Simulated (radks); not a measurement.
Values are calculated unless marked as measured or tabulated.
Question: Ionisation of neutral krypton, [Kr], to [Ar] 3d10 4s2 4p5 as the strength of local exchange is varied. Level of theory: scalar-relativistic Kohn-Sham, Slater X-alpha exchange (alpha = 2/3 is LDA exchange), no correlation, spin-unpolarised, spherical densities, finite nucleus; Fermi nuclear charge, rms radius 4.1884 fm (a radial shooting solver on a logarithmic mesh with Libxc functionals).

| alpha | E(Kr) (hartree) | exchange (hartree) | IE (eV) | -e of the level emptied (eV) | <r> of it (bohr) |
|---|---|---|---|---|---|
| 0.551 | -2768.01202 | -73.70471 | 11.670 | 6.849 (4p) | 2.019 |
| 0.667 | -2783.58956 | -89.71335 | 13.114 | 8.133 (4p) | 1.964 |
| 0.729 | -2791.95059 | -98.33941 | 13.916 | 8.854 (4p) | 1.936 |
| 0.784 | -2799.38809 | -106.03214 | 14.644 | 9.512 (4p) | 1.913 |
| 0.885 | -2813.09603 | -120.25801 | 16.024 | 10.769 (4p) | 1.872 |
| 0.905 | -2815.81815 | -123.09023 | 16.303 | 11.025 (4p) | 1.864 |
| ? | -2828.37253 | -136.18320 | 17.615 | 12.231 (4p) | 1.829 |

Which alpha was used in the last row?

Answer: alpha = 0.997. NIST Atomic Spectra Database: 14.000 eV (measured). The Delta-SCF value meets it near alpha = 0.74. Spin polarisation and multiplet splitting are left out, so open shells lie too high by an amount that depends on their filling.

Beside tabulated values, note that spin-unpolarised runs miss the spin-polarisation part of the exchange energy of open shells.
